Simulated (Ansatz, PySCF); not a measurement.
Species: C₃H₄Cl (charge 0, doublet). It need not be the lowest isomer of its formula. 
Geometry from a B3LYP-D3(BJ)/def2-TZVP (Ansatz, a program for electronic structure) optimisation:
```xyz
8

C     -2.2223    -0.1171    -0.5726
C     -1.0925    -0.6213    -0.1600
C      0.2465    -0.2208    -0.6877
Cl     1.2830     0.4654     0.6362
H     -3.2770    -0.2325    -0.3841
H     -1.0858    -1.3896     0.6173
H      0.1649     0.5432    -1.4542
H      0.7968    -1.0767    -1.0725
```
Charge 0, spin multiplicity 2.

Property: atomisation energy (electronic, to ground-state atoms), in kcal/mol. Valence correlation only, unless marked. Open shells are spin-unrestricted. Spin-orbit coupling is left out. Non-relativistic. The coupled-cluster limit lacks core correlation, which all-electron functionals hold. CBS marks a two-point X^-3 extrapolation of the correlation energy; Hartree-Fock from the larger set. [CCSD(T)-MP2]/basis is that difference in the basis named.

| level | program | atomisation energy (kcal/mol) |
|---|---|---|
| HF/6-31G | Ansatz | 499.6 |
| HF-D3(BJ)/def2-TZVPD | PySCF + dftd3 | 562.1 |
| PBE-D3(BJ)/def2-TZVPD | Ansatz + dftd3 | 744.8 |
| revPBE/def2-TZVPD | Ansatz | 714.9 |
| TPSSh-D4/def2-TZVPD | PySCF + dftd4 | 726.9 |
| CAM-B3LYP-D4/def2-TZVPD | Ansatz + dftd4 | 721.5 |
| B2PLYP-D4/def2-TZVPD | Ansatz + dftd4 | 713.4 |

Estimate the value at RI-MP2/CBS(aug-cc-pV(T+d)Z,aug-cc-pV(Q+d)Z)+[CCSD(T)-MP2]/aug-cc-pV(T+d)Z as computed with Ansatz.

718.0 kcal/mol, so B2PLYP-D4/def2-TZVPD differs from it by -4.6 kcal/mol.
